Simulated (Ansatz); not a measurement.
Molecule: ZrO2 (charge 0, triplet). The spin state was set by rule; other spins were not relaxed. SMILES of the parent species: [O]=[Zr]=[O]
Coordinates optimised at B3LYP-D3(BJ)/def2-TZVP (Ansatz, an electronic-structure program):
```
Zr
O 1 1.7700
O 1 1.9009 2 100.50
```
Charge 0, spin multiplicity 3.

Property: atomisation energy (electronic, to ground-state atoms), in eV. Cores are frozen in the correlated levels unless marked. Open shells are spin-unrestricted. Spin-orbit coupling is left out. Frozen are the shells of the preceding noble gas and the d and f shells that filled before the atom's block. In def2 rows, elements after Kr have scalar-relativistic effective core potentials. The coupled-cluster limit lacks core correlation, which all-electron functionals hold. Basis-set limits of correlation are two-point, X^-3; Hartree-Fock from the larger set. The bracket is a focal-point correction in the basis named.

```
level                                                                 program  atomisation energy (eV)  minus last row
-------------------------------------------------------------  --------------  -----------------------  --------------
HF/def2-TZVPP                                                          Ansatz                     6.53           -5.60
RI-HF/def2-QZVPP                                                       Ansatz                     6.60           -5.53
BLYP-D4/def2-TZVPD                                             Ansatz + dftd4                    13.35            1.22
B3LYP-D4/def2-TZVPD                                            Ansatz + dftd4                    12.36            0.23
PBE0-D3(BJ)/def2-TZVP                                          Ansatz + dftd3                    12.28            0.15
r2SCANh/def2-TZVPD                                                     Ansatz                    12.37            0.24
RI-MP2/CBS(def2-TZVPPD,def2-QZVPPD)+[CCSD(T)-MP2]/def2-TZVPPD          Ansatz                    12.13            0.00
```

The T1 diagnostic of CCSD in the largest basis is 0.048, which is high, so the coupled-cluster rows are less sure than usual.
